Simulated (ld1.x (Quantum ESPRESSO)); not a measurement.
iodine (I): one change to a TM potential, before and after

- Element: iodine (I)
- Generator: ld1.x (Quantum ESPRESSO) 7.5
- Type: norm-conserving Troullier–Martins (Kleinman–Bylander form)
- Functional: PBEsol
- Relativity: non-relativistic
- Frozen core: [Kr] 4d10
- Valence charge: 7
- Reference configuration: 5s2 5p5
- Partial waves: 5s (bound): rc 1.60 bohr; 5p (bound): rc 1.90 bohr; 5d channel at 0.25 Ry: rc 1.95 bohr
- Local potential: all-electron potential smoothed inside 1.60 bohr (lloc = -2)
- Core correction: Bessel-smoothed model core inside 1.10 bohr

Change: wave 5p (bound): rc 1.90 bohr becomes 5p (bound): rc 1.24 bohr.

Cutoffs: the cutoffs (Ry, on a coarse ladder) from which the occupation-weighted sum of valence levels, in a spherical-Bessel basis at the reference potential, stays within 10 and 1 mRy of its value at 400 Ry; they do not see the model core or the augmentation charge, which bear on the density cutoff. Errors are all-electron minus pseudo energies relative to the spin-unpolarised reference configuration.

Q: How do hardness, ghosts and transferability respond?

A: A bound ghost appears in p, which as a rule spoils a file; of the 7 tests that both files solve, the error grows in 3 and shrinks in 3 by more than 15 % and 0.3 meV (median size 3.9 → 9.2 meV).

```tsv
quantity	base	changed
cutoff, loose	35 Ry	over 300 Ry
cutoff, tight	70 Ry	over 300 Ry
loose cutoff by channel (10 mRy a level)	s 25 Ry, p 12 Ry	s 25 Ry, p 300 Ry
bound ghosts	none	p
error for 5s2 5p4, meV [ΔE 11.19 eV]	+3.9	+0.5
error for 5s2 5p3, meV [ΔE 31.04 eV]	+17	-9.2
error for 5s2 5p2, meV [ΔE 60.30 eV]	+37	-68
error for 5s2 5p4.5, meV [ΔE 4.56 eV]	+0.9	+0.3
error for 5s1 5p6, meV [ΔE 8.96 eV]	-3.9	-46
error for 5s2 5p5.3, meV [ΔE -1.80 eV]	+0.3	+0.2
error for 5s1 5p5, meV [ΔE 20.63 eV]	+3.7	-25
s: phases at 2.14 bohr within 0.05 rad from the reference energy up to (Ry; the scan ends near 5)	0.3	0.3
p: phases at 2.14 bohr within 0.05 rad from the reference energy up to (Ry; the scan ends near 5)	2.4	2.4
d: phases at 2.14 bohr within 0.05 rad from the reference energy up to (Ry; the scan ends near 5)	1.0	1.0
```

 A true bound ghost makes a file unfit for plane-wave use even where its test errors are small: the radial tests pick states by their node count and pass the ghost by.
